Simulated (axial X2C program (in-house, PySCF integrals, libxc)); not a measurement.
Curves of BrGdBr from open-shell CI on f8 s0

Calculated with an axial X2C code built on PySCF integrals: two-component X2C with atomic mean-field Coulomb and Gaunt terms, basis Br dyall-v3z, Gd dyall-v3z (cores contracted in-house). Orbitals come from Hartree–Fock averaged over the configuration Gd f8 s0; CI then distributes these electrons over the f, s shells of Gd.

Scan along the symmetric stretch (R is each bond); masses Br 78.918 u, Gd 157.924 u, Br 78.918 u. Energies in cm⁻¹ from the lowest point; levels are followed by energy order within each Ω. Lowest level at 2.829 Å: 100% f8.

| R (Å) | (1)Ω=6 | (1)Ω=5 | (1)Ω=4 | (1)Ω=3 | (1)Ω=2 | (1)Ω=1 | (1)Ω=0 | (2)Ω=5 | (2)Ω=4 |
| --- | --- | --- | --- | --- | --- | --- | --- | --- | --- |
| 2.631 | 3078 | 3408 | 3739 | 4065 | 4372 | 4620 | 4723 | 5146 | 5285 |
| 2.730 | 700 | 1038 | 1377 | 1712 | 2029 | 2287 | 2396 | 2795 | 2932 |
| 2.829 | 0 | 339 | 678 | 1014 | 1331 | 1587 | 1695 | 2099 | 2233 |
| 2.942 | 665 | 1000 | 1334 | 1663 | 1971 | 2217 | 2319 | 2750 | 2882 |
| 3.055 | 2413 | 2739 | 3064 | 3382 | 3676 | 3907 | 4000 | 4472 | 4600 |
| 3.183 | 5250 | 5564 | 5875 | 6176 | 6451 | 6661 | 6744 | 7271 | 7396 |
| 3.338 | 9414 | 9711 | 10003 | 10281 | 10531 | 10715 | 10787 | 11385 | 11506 |

Problem. Fit the curves (1)Ω=6, (1)Ω=5, (1)Ω=4, (1)Ω=3, (1)Ω=2, (1)Ω=1, (1)Ω=0, (2)Ω=5, (2)Ω=4 near their minima.

Solution. From the open-shell CI curves, Te from the lowest:

```json
{"level": "(1)Ω=6", "Te (cm⁻¹)": "0", "Re (Å)": "2.831", "ωe (cm⁻¹)": "161.5"}
{"level": "(1)Ω=5", "Te (cm⁻¹)": "339", "Re (Å)": "2.831", "ωe (cm⁻¹)": "161.2"}
{"level": "(1)Ω=4", "Te (cm⁻¹)": "678", "Re (Å)": "2.831", "ωe (cm⁻¹)": "160.8"}
{"level": "(1)Ω=3", "Te (cm⁻¹)": "1014", "Re (Å)": "2.832", "ωe (cm⁻¹)": "160.4"}
{"level": "(1)Ω=2", "Te (cm⁻¹)": "1330", "Re (Å)": "2.832", "ωe (cm⁻¹)": "159.8"}
{"level": "(1)Ω=1", "Te (cm⁻¹)": "1587", "Re (Å)": "2.833", "ωe (cm⁻¹)": "159.2"}
{"level": "(1)Ω=0", "Te (cm⁻¹)": "1695", "Re (Å)": "2.833", "ωe (cm⁻¹)": "158.8"}
{"level": "(2)Ω=5", "Te (cm⁻¹)": "2099", "Re (Å)": "2.832", "ωe (cm⁻¹)": "160.4"}
{"level": "(2)Ω=4", "Te (cm⁻¹)": "2233", "Re (Å)": "2.832", "ωe (cm⁻¹)": "160.3"}
```

Without dynamic correlation distances can be off by several hundredths of an Å (long for ionic bonds, short for multiple bonds) and the wavenumbers are rough.

The 9 lowest curves are shown; the next is (2)Ω=3, from 2376 cm⁻¹.

Dynamic correlation is missing, so gaps between terms are too wide and other configurations may lie lower; the lowest level listed is that of this model, not necessarily the ground state. At most 4 roots were kept for each Ω > 0 (twice that for Ω = 0) within 2.2 eV of the lowest, so higher up levels can be missing between those listed; levels with Ω > 0 are doubly degenerate and listed once, Ω = 0 levels singly. States that fill the shells left empty in the average are placed too high. The molecule was held linear; bending was not examined.
